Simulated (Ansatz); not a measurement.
`C[NH][Al]([CH3])[Cl]` + H–F → `C[NH][Al]([CH3])[F]` + HCl at 298.15 K and 1 bar (ligand exchange at the Al–Cl bond).

Program: Ansatz. Geometries: PBE0-D4/def2-TZVP. ΔE: electronic, gas phase. CBS: MP2 limit from def2 TZ/QZ plus the TZ coupled-cluster correction, frozen cores. This one scheme is used for every species. One conformer a species, not always the lowest.

```
               species  CCSD(T)/CBS energy (Eh)  H − E (kJ/mol)  S (J/(mol·K))
`C[NH][Al]([CH3])[Cl]`               -836.93186           265.6          378.5
                   H–F               -100.39570            33.5          173.6
 `C[NH][Al]([CH3])[F]`               -476.95256           267.2          367.6
                   HCl               -460.38127            26.6          186.8
```

H − E and S are ideal-gas, rigid-rotor, harmonic terms from PBE0-D4/def2-TZVP, for one conformer and one mirror image of each species. 1 Eh = 2625.50 kJ/mol, R = 8.31446 J/(mol·K).

**Question.** By hand: ΔE, ΔH, ΔS and ΔG.

**Answer.** ΔE = (-476.95256) + (-460.38127) − (-836.93186) − (-100.39570) = -0.00627 Eh = -16.5 kJ/mol. Δ(H − E) = 267.2 + 26.6 − 265.6 − 33.5 = -5.3, so ΔH = -21.8 kJ/mol. ΔS = 367.6 + 186.8 − 378.5 − 173.6 = 2.3 J/(mol·K). ΔG = -21.8 − 298.15 × (2.3)/1000 = -22.5 kJ/mol.

**Question.** By hand: the equilibrium constant, and the temperature at which ΔG would vanish if ΔH and ΔS stayed fixed.

**Answer.** log₁₀ K = −ΔG/(RT ln 10) = 3.9. ΔH and −TΔS have one sign here, so there is no such temperature.

The number of gas molecules stays the same, so ΔS is small and ΔH decides. A doubt of 5 kJ/mol in ΔE shifts log₁₀ K by 0.9 here. Other conformers and mirror images would add mixing entropy, several J/(mol·K) or more a flexible species. Modes under 60 cm⁻¹, often nearly free rotors, make the harmonic entropy too high. These are equilibria of isolated gas molecules and say nothing of rates. Largest T1 diagnostic: 0.011 (customary marks: 0.02 for closed shells, 0.045 for open ones).

ΔS is within the doubt of such terms, so its sign, and with it that verdict, could turn.
